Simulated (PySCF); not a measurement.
## Sr⁺: ionisation energy

Sr⁺ [Kr] 5s1 (2S) → Sr²⁺ [Kr] (1S), as a difference of total energies. Calculation: PySCF 2.14, in def2-SVP with the def2 core potential (28 electrons) (4s3p2d, 23 functions); scalar relativity through the core potential. The calculations carry no spin-orbit coupling.

```json
{"method": "UHF", "ionisation energy (eV)": "10.438"}
{"method": "M06-2X", "ionisation energy (eV)": "10.996"}
{"method": "PBE0", "ionisation energy (eV)": "11.035"}
```

For comparison: 11.030 eV (measured; NIST Atomic Spectra Database, ionization energies).
